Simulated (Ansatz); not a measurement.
`F[CH](F)[GaH2]` + `OC(F)F` → `FC(F)OC(F)F` + `[GaH3]`  (substitution at a C–Ga bond)

Isolated molecules relaxed with PBE0-D4/def2-TZVP in Ansatz; ΔE leaves out vibrations. CBS: MP2 limit from def2 TZ/QZ plus the TZ coupled-cluster correction, frozen cores. DFT in def2-TZVPP. B3LYP here is the variant with VWN-RPA as its local correlation; programs differ in this. HSE06 is defined as in plane-wave codes. For Ga outer-core shells are correlated without core-valence functions, which leaves a few kJ/mol of doubt a bond. Scalar relativity is left out up to krypton. Each species was taken in one conformer, which may not be the lowest.

```csv
level,ΔE (kcal/mol),difference from CCSD(T)/CBS
LDA (SPW92),-0.6,-4.0
PBE-D4,3.5,0.1
revPBE-D4,3.6,0.2
BLYP-D4,4.9,1.5
r2SCAN-D4,1.0,-2.4
B97M-V,-2.1,-5.5
PBE0-D4,1.5,-1.9
B3LYP-D4,3.1,-0.3
r2SCANh-D4,0.6,-2.8
r2SCAN0-D4,0.0,-3.4
HSE06-D4,1.6,-1.8
BHLYP-D4,0.8,-2.6
CAM-B3LYP-D4,1.4,-2.0
ωB97X-V,0.9,-2.5
ωB97M-V,1.4,-2.0
B2PLYP,2.6,-0.8
PBE-QIDH,0.6,-2.8
PBE,3.8,0.4
revPBE,5.0,1.6
BLYP,5.4,2.0
PBE0,1.8,-1.6
r2SCANh,0.7,-2.7
r2SCAN0,0.1,-3.3
HSE06,1.7,-1.7
BHLYP,0.7,-2.7
LC-ωPBE,2.0,-1.4
RPA@PBE/def2-TZVPP,1.4,-2.0
HF/def2-SVP,-4.1,-7.5
MP2/def2-SVP,-2.3,-5.7
CCSD/def2-SVP,-2.5,-5.9
HF/def2-TZVPP,-2.7,-6.1
MP2/def2-TZVPP,2.0,-1.4
SCS-MP2/def2-TZVPP,1.8,-1.6
CCSD/def2-TZVPP,1.1,-2.3
CCSD(T)/def2-TZVPP,1.3,-2.1
HF/def2-QZVPP,-2.8,-6.2
MP2/def2-QZVPP,3.2,-0.2
SCS-MP2/def2-QZVPP,2.9,-0.5
MP2/CBS(def2),4.1,0.7
CCSD/CBS(def2),3.2,-0.2
CCSD(T)/CBS,3.4,0
```

Largest T1 diagnostic among the species: 0.013.

In def2-TZVPP, CCSD(T) changes the Hartree–Fock value by +3.9 kcal/mol (the triples alone add +0.1 kcal/mol) and MP2 by +4.7 kcal/mol. From PBE to PBE0 (25 % exact exchange), in def2-TZVPP and without D4, ΔE moves by −2.0 kcal/mol. Leaving LDA and LC-ωPBE aside and taking each functional with its dispersion term where it has one, the values spread over 7.0 kcal/mol, from B97M-V to BLYP-D4. LDA lies −4.4 kcal/mol from PBE without D4.
